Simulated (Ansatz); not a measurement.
`[NH2][GeH2][SiH2]Cl` and `N[SiH2][GeH2][NH2]` differ in one atom or group.

Ansatz, PBE0-D4/def2-TZVP geometries, multiplicity 1. Each molecule was computed in one conformer, which needn't be the lowest.

Scalar relativity is left out up to krypton.

| property | `[NH2][GeH2][SiH2]Cl` |
| --- | --- |
| LUMO energy (B3LYP/def2-TZVPP) / eV | -0.52 |
| HOMO energy (ωB97M-V/def2-TZVPP) / eV | -9.61 |
| size of the dipole moment (PBE/def2-TZVPP) / D | 2.14 |
| size of the dipole moment (ωB97M-V/def2-TZVPP) / D | 2.26 |
| HOMO–LUMO gap (PBE0/def2-TZVPP) / eV | 7.03 |
| HOMO energy (B3LYP/def2-TZVPP) / eV | -7.13 |

**Question.** Give the same properties after the change, and the shifts. (Best estimate.)

**Answer.** The calculation gave: 
```tsv
property	`N[SiH2][GeH2][NH2]`	shift
LUMO energy (B3LYP/def2-TZVPP) / eV	-0.30	0.22
HOMO energy (ωB97M-V/def2-TZVPP) / eV	-8.85	0.76
size of the dipole moment (PBE/def2-TZVPP) / D	2.05	-0.09
size of the dipole moment (ωB97M-V/def2-TZVPP) / D	2.18	-0.08
HOMO–LUMO gap (PBE0/def2-TZVPP) / eV	6.64	-0.39
HOMO energy (B3LYP/def2-TZVPP) / eV	-6.49	0.64
```

With PBE0 the HOMO rises by 0.67 eV and the LUMO rises by 0.27 eV, so the gap narrows by about 0.40 eV. PBE moves the HOMO by 0.53 eV and ωB97M-V by 0.76 eV. Dipoles are sizes alone; their direction can turn.

B3LYP here is the variant with VWN-RPA as its local correlation; programs differ in this.
